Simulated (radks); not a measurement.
Question: Mg3+, 9 electrons, occupied as 1s1 2s2 2p6 (not the ground configuration). All-electron calculation, Dirac Kohn-Sham, BLYP, spin-unpolarised, spherical densities, finite nucleus; Fermi nuclear charge, rms radius 3.057 fm. Program: a radial shooting solver on a logarithmic mesh with Libxc functionals. Some entries of the table are withheld. Estimate them.

orbital,occ.,eigenvalue (eV),r(max) (bohr)
1s1/2,1,(1),0.08363
2s1/2,2,-135.9332,0.5153
2p1/2,2,(2),(3)
2p3/2,4,(4),(5)

Answer: 
(1) 1s1/2 eigenvalue (eV): -1413.835
(2) 2p1/2 eigenvalue (eV): -104.9028
(3) 2p1/2 r(max) (bohr): 0.4279
(4) 2p3/2 eigenvalue (eV): -104.4871
(5) 2p3/2 r(max) (bohr): 0.4294
